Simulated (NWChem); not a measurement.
System: C₂H₆OZr; SMILES [CH3][Zr]([CH3])=[O]

Computed with NWChem. Coordinates come from a PBE-D3(BJ)/def2-SVP optimisation. Not confirmed as a minimum by frequencies. def2 effective core potentials on Zr; no spin-orbit coupling. Level SCAN/def2-SVP: energy and gradient on several grids; changes count from the extra-fine grid, which is no exact limit either.

```json
[
 {"grid": "xcoarse", "size of the energy change (μHa)": "2000", "largest change of a gradient component (μHa/bohr)": "2000", "time, medium = 1 (rough)": "about 1"},
 {"grid": "coarse", "size of the energy change (μHa)": "7000", "largest change of a gradient component (μHa/bohr)": "2000", "time, medium = 1 (rough)": "about 1"},
 {"grid": "medium", "size of the energy change (μHa)": "5000", "largest change of a gradient component (μHa/bohr)": "900", "time, medium = 1 (rough)": "about 1"},
 {"grid": "fine", "size of the energy change (μHa)": "1000", "largest change of a gradient component (μHa/bohr)": "500", "time, medium = 1 (rough)": "about 1"},
 {"grid": "xfine", "size of the energy change (μHa)": "< 10", "largest change of a gradient component (μHa/bohr)": "< 30", "time, medium = 1 (rough)": "2"}
]
```
